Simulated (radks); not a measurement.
Results of a calculation; reference values are marked as such.
The mercury ion Hg27+, configuration [Kr] 4d10 4f7.

Code: a radial shooting solver on a logarithmic mesh with Libxc functionals. Model: scalar-relativistic Kohn-Sham, BLYP, spin-polarised, spherical densities, finite nucleus; open shells are filled with parallel spins first (spin-orbit coupling, left out, can overturn this in heavy ions); Fermi nuclear charge, rms radius 5.4648 fm.

Energy parts (Ry):
total: -38562.3323
kinetic: 43341.3661
electron-nucleus: -92586.1026
Hartree: 11358.0777
exchange-correlation: -675.6735

Orbitals (lengths in bohr, moments of r in powers of bohr; <r^-3> diverges for s and p1/2):
| orbital | occ. | eigenvalue (Ry) | <r^-3> |
|---|---|---|---|
| 1s up | 1 | -6175.024 | - |
| 1s down | 1 | -6175.026 | - |
| 2s up | 1 | -1147.112 | - |
| 2s down | 1 | -1147.092 | - |
| 2p up | 3 | -998.3581 | 26790 |
| 2p down | 3 | -998.3426 | 26790 |
| 3s up | 1 | -320.8814 | - |
| 3s down | 1 | -320.3126 | - |
| 3p up | 3 | -277.8490 | 6177 |
| 3p down | 3 | -277.2705 | 6198 |
| 3d up | 5 | -232.5577 | 761.3 |
| 3d down | 5 | -232.1153 | 764.1 |
| 4s up | 1 | -116.5956 | - |
| 4s down | 1 | -115.7142 | - |
| 4p up | 3 | -101.8784 | 1657 |
| 4p down | 3 | -101.0405 | 1645 |
| 4d up | 5 | -84.66131 | 188.9 |
| 4d down | 5 | -83.83507 | 187.1 |
| 4f up | 7 | -66.06596 | 42.25 |
| 4f down | 0 | -65.15364 | 41.95 |
| 5s up | 0 | -57.59876 | - |
| 5s down | 0 | -57.20586 | - |
| 5p up | 0 | -51.94085 | 553.0 |
| 5p down | 0 | -51.61633 | 540.6 |
| 5d up | 0 | -45.00123 | 62.81 |
| 5d down | 0 | -44.74441 | 61.13 |

The highest occupied level is 4f up at -898.87 eV. Summed over all electrons, <r^2> = 5.469 bohr^2, which gives a Langevin (diamagnetic) susceptibility term of -4.33 x 10^-6 cm^3/mol.
